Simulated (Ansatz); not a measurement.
`C[S][AlH][O][InH2]`. Total charge 0; spin multiplicity 1. In takes the def2 core potential. The geometry is a stationary point of PBE0-D4/def2-TZVP. It is one conformer, not always the lowest.

```xyz
11

C     1.107    1.920   -0.370
S     1.148    1.639    1.430
Al    0.064   -0.239    1.621
O    -0.543   -0.995    0.259
In   -1.460   -2.219   -0.992
H     0.602    1.104   -0.883
H     2.130    1.998   -0.737
H     0.583    2.854   -0.571
H    -0.113   -0.837    3.072
H    -3.133   -1.896   -1.113
H    -0.385   -3.330   -1.716
```

Q: What is the dipole moment at B3LYP/def2-TZVPP? (Estimate.)

A: Computed: 3.44 D, with components (-1.36, -1.69, -2.67) D in this frame, pointing from negative to positive charge.

Q: And with PBE, r2SCAN, ωB97M-V? (Best estimate.)

A: Computed: PBE 3.31 D, r2SCAN 3.49 D, ωB97M-V 3.54 D.

Q: Give the Mulliken charges with B3LYP, r2SCAN, ωB97M-V in def2-TZVPP. (An estimate is asked.)

A: Ansatz gave: 
```json
{"atom": "C1", "B3LYP": "-0.25", "r2SCAN": "-0.12", "ωB97M-V": "-0.32"}
{"atom": "S2", "B3LYP": "-0.25", "r2SCAN": "-0.27", "ωB97M-V": "-0.22"}
{"atom": "Al3", "B3LYP": "0.43", "r2SCAN": "0.48", "ωB97M-V": "0.40"}
{"atom": "O4", "B3LYP": "-0.52", "r2SCAN": "-0.57", "ωB97M-V": "-0.54"}
{"atom": "In5", "B3LYP": "0.62", "r2SCAN": "0.63", "ωB97M-V": "0.56"}
{"atom": "H6", "B3LYP": "0.10", "r2SCAN": "0.07", "ωB97M-V": "0.11"}
{"atom": "H7", "B3LYP": "0.12", "r2SCAN": "0.08", "ωB97M-V": "0.14"}
{"atom": "H8", "B3LYP": "0.12", "r2SCAN": "0.08", "ωB97M-V": "0.14"}
{"atom": "H9", "B3LYP": "-0.14", "r2SCAN": "-0.15", "ωB97M-V": "-0.10"}
{"atom": "H10", "B3LYP": "-0.12", "r2SCAN": "-0.12", "ωB97M-V": "-0.08"}
{"atom": "H11", "B3LYP": "-0.12", "r2SCAN": "-0.12", "ωB97M-V": "-0.08"}
```

B3LYP here is the variant with VWN-RPA as its local correlation; programs differ in this.
